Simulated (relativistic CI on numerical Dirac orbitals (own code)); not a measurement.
**Dy⁴⁷⁺: computed level list**

Calculated at this level of theory: Dirac-Coulomb-Breit CI, orbitals from a KLI potential per configuration, model QED (radiative potential, 1s self-energy scaled to tabulated hydrogen-like ionisation energies), unscaled Slater integrals (own radial code, finite nucleus).

Configurations in the expansion (outside the closed core [Ne]): 3s²3p⁶3d, 3s²3p⁵3d², 3s3p⁶3d², 3s²3p⁶4s, 3s²3p⁶4p, 3s²3p⁶4d, 3s²3p⁵3d4s, 3s²3p⁶4f, 3s²3p⁵3d4p, 3s²3p⁵3d4d, 3s3p⁶3d4s, 3p⁶3d²4p, 3s²3p⁵3d4f, 3s3p⁶3d4p, 3s3p⁶3d4d, 3s²3p⁶5s, 3s3p⁶3d4f, 3s²3p⁶5p, 3s²3p⁶5d, 3s²3p⁶5f, 3s²3p⁶5g, 3p⁶3d³, 3p⁵3d⁴, 3p⁵3d³4s, 3p⁶3d²4s, 3p⁵3d²4s², 3p⁶3d²4d, 3p⁵3d³4d, 3p⁵3d²4s4d. Double excitations out of closed p, d and f shells are left out; levels of such configurations are missing from the list, as are those of other unlisted configurations, and high levels can miss mixing partners. These lack a partner that the ground configuration has and come out too high: 3s²3p⁵3d4p, 3s²3p⁵3d4f.

The lowest level is 3s²3p⁶3d ²D3/2, with 100 % of that term; Hund's rules for 3s²3p⁶3d give ²D with J = 3/2, in agreement.

```csv
No.,Configuration,Term,J,E (Ry),%,Next component (%),jj configuration (%)
1,3s²3p⁶3d,²D,3/2,0.0000,100,,3d3/2 (100)
2,3s²3p⁶3d,²D,5/2,3.3038,100,,3d5/2 (100)
3,3p⁵3d²(3F),⁴D°,3/2,15.9765,44,25 ⁴F°,3p3/2^3 3d3/2^2 (97)
4,3p⁵3d²(3F),⁴D°,1/2,15.9991,86,13 ²P°,3p3/2^3 3d3/2^2 (90)
5,3p⁵3d²(3F),⁴F°,5/2,16.4231,36,22 ²D°,3p3/2^3 3d3/2^2 (96)
6,3p⁵3d²(3F),²G°,7/2,16.6324,34,33 ⁴G°,3p3/2^3 3d3/2^2 (99)
7,3p⁵3d²(3P),⁴P°,3/2,17.9701,28,27 ²P°,3p3/2^3 3d3/2^2 (93)
8,3p⁵3d²(3F),⁴D°,5/2,18.9363,50,21 ²F°,3p3/2^3 3d3/2 3d5/2 (98)
9,3p⁵3d²(3F),⁴G°,9/2,19.2491,71,17 ²G°,3p3/2^3 3d3/2 3d5/2 (99)
10,3p⁵3d²(3F),⁴F°,7/2,19.4002,44,36 ⁴D°,3p3/2^3 3d3/2 3d5/2 (94)
11,3p⁵3d²(3F),⁴D°,3/2,19.6583,43,35 ²D°,3p3/2^3 3d3/2 3d5/2 (93)
12,3p⁵3d²(3P),⁴P°,5/2,19.7967,43,30 ²F°,3p3/2^3 3d3/2 3d5/2 (98)
13,3p⁵3d²(1G),²H°,11/2,19.9241,60,40 ⁴G°,3p3/2^3 3d3/2 3d5/2 (95)
14,3p⁵3d²(3F),²G°,7/2,20.0359,42,32 ²F°,3p3/2^3 3d3/2 3d5/2 (99)
15,3p⁵3d²(3P),⁴P°,1/2,20.4464,33,29 ²S°,3p3/2^3 3d3/2 3d5/2 (98)
16,3p⁵3d²(1G),²F°,7/2,20.7162,40,29 ⁴D°,3p3/2^3 3d3/2 3d5/2 (96)
17,3p⁵3d²(3P),⁴D°,5/2,20.8536,46,39 ²D°,3p3/2^3 3d3/2 3d5/2 (98)
18,3p⁵3d²(1G),²G°,9/2,21.0374,56,26 ⁴F°,3p3/2^3 3d3/2 3d5/2 (94)
19,3p⁵3d²(3P),⁴S°,3/2,21.0486,31,31 ²D°,3p3/2^3 3d3/2 3d5/2 (97)
20,3p⁵3d²(3P),²D°,3/2,22.1617,40,29 ⁴F°,3p3/2^3 3d3/2 3d5/2 (90)
21,3p⁵3d²(3F),⁴G°,11/2,22.6396,60,40 ²H°,3p3/2^3 3d5/2^2 (95)
22,3p⁵3d²(1G),²F°,5/2,22.7256,72,14 ²D°,3p3/2^3 3d3/2 3d5/2 (87)
23,3p⁵3d²(1D),²D°,5/2,23.0775,44,28 ²F°,3p3/2^3 3d5/2^2 (94)
24,3p⁵3d²(1D),²P°,1/2,23.1656,72,19 ⁴D°,3p3/2^3 3d3/2 3d5/2 (76)
25,3p⁵3d²(1G),²G°,9/2,23.3464,48,39 ⁴F°,3p3/2^3 3d5/2^2 (94)
26,3p⁵3d²(1D),²F°,7/2,23.4769,51,38 ⁴D°,3p3/2^3 3d5/2^2 (97)
27,3p⁵3d²(3P),²P°,1/2,24.0046,54,31 ²S°,3p3/2^3 3d5/2^2 (86)
28,3p⁵3d²(3F),²F°,7/2,25.0143,38,31 ²G°,3p3/2^3 3d5/2^2 (92)
29,3p⁵3d²(1S),²P°,3/2,25.4954,54,27 ²D°,3p3/2^3 3d5/2^2 (98)
30,3p⁵3d²(3F),²D°,5/2,26.0226,47,19 ⁴D°,3p3/2^3 3d5/2^2 (87)
31,3p⁵3d²(1S),²P°,3/2,26.2594,55,14 ⁴D°,3p3/2^3 3d5/2^2 (90)
32,3p⁵3d²(3F),⁴G°,5/2,31.1149,46,44 ²F°,3p1/2 3p3/2^4 3d3/2^2 (97)
33,3p⁵3d²(3F),⁴G°,7/2,33.8601,48,24 ²G°,3p1/2 3p3/2^4 3d3/2 3d5/2 (99)
34,3p⁵3d²(3P),²P°,1/2,33.8625,55,33 ⁴D°,3p1/2 3p3/2^4 3d3/2^2 (94)
35,3s²3p⁵3d²,²D°,5/2,34.0728,29,20 ⁴F°,3p1/2 3p3/2^4 3d3/2 3d5/2 (98)
36,3p⁵3d²(3F),²D°,3/2,34.1014,58,25 ⁴F°,3p1/2 3p3/2^4 3d3/2^2 (59)
37,3p⁵3d²(1D),²D°,3/2,34.5918,36,31 ⁴D°,3p1/2 3p3/2^4 3d3/2 3d5/2 (63)
38,3p⁵3d²(3P),⁴P°,1/2,34.6054,44,29 ²S°,3p1/2 3p3/2^4 3d3/2 3d5/2 (99)
39,3p⁵3d²(1G),²H°,9/2,34.7411,45,36 ²G°,3p1/2 3p3/2^4 3d3/2 3d5/2 (97)
40,3p⁵3d²(3F),²F°,7/2,36.5848,51,31 ⁴D°,3p1/2 3p3/2^4 3d3/2 3d5/2 (74)
41,3p⁵3d²(3F),²D°,5/2,36.7894,49,18 ⁴D°,3p1/2 3p3/2^4 3d3/2 3d5/2 (94)
42,3p⁵3d²(3P),²P°,3/2,37.2837,53,19 ⁴D°,3p1/2 3p3/2^4 3d3/2 3d5/2 (93)
43,3p⁵3d²(1G),²F°,7/2,37.4819,40,30 ²G°,3p1/2 3p3/2^4 3d5/2^2 (75)
44,3p⁵3d²(3F),²G°,9/2,37.8187,42,24 ²H°,3p1/2 3p3/2^4 3d5/2^2 (97)
45,3s²3p⁵3d²,²P°,3/2,37.9945,32,22 ²D°,3p1/2 3p3/2^4 3d5/2^2 (96)
```

Energies count from the lowest computed level; ° marks odd parity. Percentages are summed over parent terms; the parents shown are those of the largest component, closed shells are left out there. Filled j subshells are mostly left out of the jj labels.

The mean weight of the leading LS term, summed over parents, in these 45 levels is 50 %, and that of the leading jj configuration (from the same eigenvectors) 92 %, so jj coupling describes them better and the LS labels are nominal.

At this charge energies of transitions that change n are usually good to better than 1 %, and those within a shell (Δn = 0) to a few per cent.

LS names give the leading component of a level, which can be under half, so a name can repeat, a term be missing and a line seem to break the LS rules.
